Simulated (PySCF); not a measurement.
ReO₄⁻, singlet: computed properties

These are results of PBE/[Re def2-SVPD with ECP60, O def2-SVPD], scalar-relativistic core potentials, density fitting, no spin–orbit coupling, PySCF, not measurements.

The structure is a minimum.

```
Point group                                                                   : Td
Bond lengths                                                                  : Re–O 1.756 Å (×4)
Bond angles                                                                   : O–Re–O 109.5° (×6)
Dipole moment about the centre of mass                                        : 0.00 D
Zero-point energy                                                             : 31.1 kJ/mol
Principal quadrupole moments (Buckingham, traceless) about the centre of mass : 0.00, 0.00, 0.00 D Å
Entropy at 298.15 K and 1 bar                                                 : 296.5 J/(mol K)
Rotational constants                                                          : 0.1282, 0.1282, 0.1282 cm⁻¹
Lowest empty level                                                            : 2.28 eV
Rotational symmetry number                                                    : 12
Principal polarisabilities                                                    : 60.8, 60.8, 60.8 bohr³
Enthalpy at 298.15 K above 0 K                                                : 15.71 kJ/mol
Highest occupied level                                                        : -2.38 eV
Heat capacity Cp at 298.15 K                                                  : 75.9 J/(mol K)
```

Harmonic modes (masses in u: Re 186.956, O 15.995):
```csv
symmetry,ω (cm⁻¹),"IR (km/mol, summed over degenerate members)",type
t2,315,25.3,bend
e,322,0.0,bend
t2,890,695,stretch
a1,933,0.0,stretch
```

In Td the vibrations span 2t2 + e + a1. The a1, e modes carry no infrared intensity, as symmetry demands.

Charges (e); Mulliken and Löwdin values are unreliable with diffuse functions:
```tsv
atom	Mulliken	Löwdin	polar tensor	Mayer order to Re1
Re1	2.14	1.13	2.01	–
O2,3,4,5	-0.78	-0.53	-0.75	1.43
```

Mulliken populations on Re1 (electrons outside its core potential): s 2.38, p 5.92, d 4.36, f 0.20.

Outer orbital energies (eV). occupied: -5.70, -4.36, -2.92, -2.92, -2.92, -2.38, -2.38, -2.38; empty: 2.28, 2.28, 3.50, 4.13.

Formally Re is in oxidation state +7, d0. The polar-tensor charge on Re, 2.01, is far below the formal one.

Stability towards spin polarisation was not tested. This need not be the most stable arrangement of these atoms. The lowest empty level of this anion is unbound, so it and the gap depend on the basis. No spin–orbit coupling is included, which matters more the heavier the element.

The final relaxation and frequency run took 26 s on 4 threads of a shared Arm Neoverse V1 host, with 127 basis functions and 6 gradients; the process peaked at 1.5 GiB. Launch command: `OMP_NUM_THREADS=4 python axn.py task.json out`.
